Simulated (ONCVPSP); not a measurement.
## Building the ONCV potential for V (Z = 23) (PBE, scalar-relativistic).

```
Element                 : V (Z = 23)
Generator               : ONCVPSP 4.0.1
Type                    : optimised norm-conserving Vanderbilt (ONCV)
Functional              : PBE
Relativity              : scalar-relativistic
Frozen core             : [Ne]
Valence charge          : 13
Reference configuration : 3s2 3p6 3d3 4s2
Partial waves           : 3s+4s: rc 1.80 bohr, ncon 4, nbas 7, qcut 6.7 1/bohr, 3 projectors, debl 1.7 Ha; 3p: rc 1.35 bohr, ncon 4, nbas 7, qcut 9.7 1/bohr, 3 projectors, debl 0.3 Ha; 3d: rc 1.50 bohr, ncon 4, nbas 9, qcut 9.6 1/bohr, 2 projectors, debl 1.9 Ha
Local potential         : polynomial inside 1.00 bohr (lpopt 5, dvloc0 4 Ha)
Core correction         : Teter function, fcfact 4.75, rcfact 1.65
```

In the p channel the program set the typed energies aside and used -1.618, 0.250, 0.550 Ha.

What the tests gave:

```
Cutoffs needed             : 37 Ha and 42 Ha (the cutoffs (Ha) at which the residual kinetic energy of the hardest occupied pseudo-wave falls to 1 and 0.1 mHa per electron)
Ghost test                 : no bound ghost flagged; no localised positive-energy state flagged
Largest excitation error   : +30 meV (all-electron minus pseudo) for 3s2 3p6 3d2 4s2 4p1, out of 4 test configurations
rms error of d²Exc/dni dnj : 2.50 mHa without and 2.89 mHa with the model core
```

Generation and tests took about 6.2 s on one core of a shared server CPU.
